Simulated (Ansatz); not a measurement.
A short molecular-dynamics run on GeS₂⁻ (the lowest doublet isomer of a short search).

```yaml
crystal:
  periodic: [false, false, false]
  atoms:
    - {symbol: Ge, position_ang: [0.417804, -0.154851, -0.373389]}
    - {symbol: S, position_ang: [-1.240962, 0.789331, -1.263367]}
    - {symbol: S, position_ang: [0.823158, -0.634481, 1.636757]}
basis:
  gaussian: {orbitals: "6-31G*"}
total_charge: -1
magnetization: {spin_polarized: true, initial_magnetization: 1}
hamiltonian: {xc: {name: BLYP}, dispersion: d3bj}
md: {timestep: 1 fs, n_steps: 15, ensemble: nvt_nose_hoover, temperature: 300, initial_velocities: maxwell_boltzmann, seed: 948}
scf: {omitted_lower_state_checks: [starts]}
```

```sh
$ ansatz run in.yaml --threads 4 --pin off --events-out ev --progress --plain --max-ram 3916MiB
```

| step | time (fs) | potential energy (eV) | kinetic (eV) | T (K) | conserved (eV) |
| --- | --- | --- | --- | --- | --- |
| 0 | 0.0 | -78185.2793 | 0.0388 | 300 | -78185.2405 |
| 1 | 1.0 | -78185.2839 | 0.0434 | 336 | -78185.2405 |
| 2 | 2.0 | -78185.2892 | 0.0486 | 376 | -78185.2405 |
| 3 | 3.0 | -78185.2950 | 0.0544 | 421 | -78185.2405 |
| 4 | 4.0 | -78185.3012 | 0.0606 | 469 | -78185.2406 |
| 5 | 5.0 | -78185.3076 | 0.0670 | 518 | -78185.2406 |
| 6 | 6.0 | -78185.3140 | 0.0734 | 568 | -78185.2406 |
| 7 | 7.0 | -78185.3204 | 0.0797 | 617 | -78185.2406 |
| 8 | 8.0 | -78185.3265 | 0.0858 | 663 | -78185.2406 |
| 9 | 9.0 | -78185.3323 | 0.0914 | 707 | -78185.2406 |
| 10 | 10.0 | -78185.3375 | 0.0965 | 747 | -78185.2406 |
| 11 | 11.0 | -78185.3421 | 0.1010 | 781 | -78185.2406 |
| 12 | 12.0 | -78185.3461 | 0.1047 | 810 | -78185.2406 |
| 13 | 13.0 | -78185.3492 | 0.1076 | 832 | -78185.2406 |
| 14 | 14.0 | -78185.3515 | 0.1096 | 848 | -78185.2406 |
| 15 | 15.0 | -78185.3530 | 0.1107 | 857 | -78185.2406 |

Velocities are drawn at the set temperature; a run this short doesn't reach equilibrium.

The 6-31G sets use Cartesian d functions. The highest occupied level of an anion often lies above zero with these methods, and sets without diffuse functions describe the outer electron poorly.

Frames (Å, forces in eV/Å):

```xyz
3
time=0.0 fs
Ge    0.418   -0.155   -0.373    0.754   -0.279   -0.674
S    -1.241    0.789   -1.263   -0.958    0.541   -0.480
S     0.823   -0.634    1.637    0.204   -0.261    1.153
3
time=1.0 fs
Ge    0.417   -0.155   -0.372    0.713   -0.257   -0.687
S    -1.242    0.791   -1.267   -0.910    0.513   -0.450
S     0.825   -0.636    1.638    0.197   -0.255    1.136
3
time=2.0 fs
Ge    0.417   -0.155   -0.371    0.669   -0.234   -0.695
S    -1.244    0.792   -1.270   -0.857    0.482   -0.417
S     0.828   -0.637    1.639    0.188   -0.248    1.112
3
time=3.0 fs
Ge    0.417   -0.155   -0.371    0.622   -0.211   -0.698
S    -1.246    0.793   -1.274   -0.800    0.449   -0.382
S     0.830   -0.638    1.641    0.178   -0.238    1.080
3
time=4.0 fs
Ge    0.417   -0.155   -0.370    0.572   -0.186   -0.697
S    -1.249    0.795   -1.277   -0.739    0.413   -0.344
S     0.832   -0.640    1.643    0.167   -0.227    1.041
3
time=5.0 fs
Ge    0.417   -0.155   -0.369    0.521   -0.162   -0.690
S    -1.251    0.797   -1.281   -0.675    0.376   -0.305
S     0.835   -0.641    1.645    0.154   -0.214    0.995
3
time=6.0 fs
Ge    0.417   -0.155   -0.369    0.469   -0.138   -0.679
S    -1.254    0.799   -1.285   -0.609    0.338   -0.265
S     0.837   -0.643    1.648    0.140   -0.200    0.944
3
time=7.0 fs
Ge    0.417   -0.155   -0.368    0.416   -0.114   -0.663
S    -1.257    0.801   -1.289   -0.541    0.299   -0.224
S     0.840   -0.645    1.651    0.124   -0.185    0.887
3
time=8.0 fs
Ge    0.418   -0.155   -0.368    0.363   -0.091   -0.643
S    -1.260    0.803   -1.293   -0.472    0.259   -0.182
S     0.843   -0.646    1.654    0.108   -0.168    0.825
3
time=9.0 fs
Ge    0.418   -0.156   -0.368    0.311   -0.068   -0.619
S    -1.263    0.805   -1.297   -0.402    0.218   -0.140
S     0.845   -0.648    1.657    0.091   -0.150    0.758
3
time=10.0 fs
Ge    0.418   -0.156   -0.368    0.259   -0.046   -0.591
S    -1.266    0.807   -1.301   -0.333    0.178   -0.097
S     0.848   -0.650    1.661    0.074   -0.132    0.688
3
time=11.0 fs
Ge    0.418   -0.156   -0.367    0.208   -0.025   -0.560
S    -1.270    0.809   -1.305   -0.264    0.138   -0.056
S     0.851   -0.652    1.665    0.055   -0.113    0.615
3
time=12.0 fs
Ge    0.419   -0.156   -0.367    0.159   -0.006   -0.526
S    -1.273    0.812   -1.309   -0.196    0.099   -0.015
S     0.853   -0.654    1.669    0.037   -0.093    0.540
3
time=13.0 fs
Ge    0.419   -0.156   -0.367    0.111    0.013   -0.489
S    -1.277    0.814   -1.313   -0.129    0.060    0.026
S     0.856   -0.656    1.673    0.018   -0.073    0.463
3
time=14.0 fs
Ge    0.420   -0.157   -0.368    0.066    0.030   -0.450
S    -1.280    0.816   -1.317   -0.064    0.023    0.065
S     0.859   -0.658    1.678   -0.001   -0.053    0.385
3
time=15.0 fs
Ge    0.420   -0.157   -0.368    0.022    0.046   -0.410
S    -1.284    0.819   -1.322   -0.001   -0.014    0.103
S     0.861   -0.660    1.682   -0.020   -0.033    0.307
```

It took 13 s on 4 threads of Arm Neoverse V1 on a shared host.
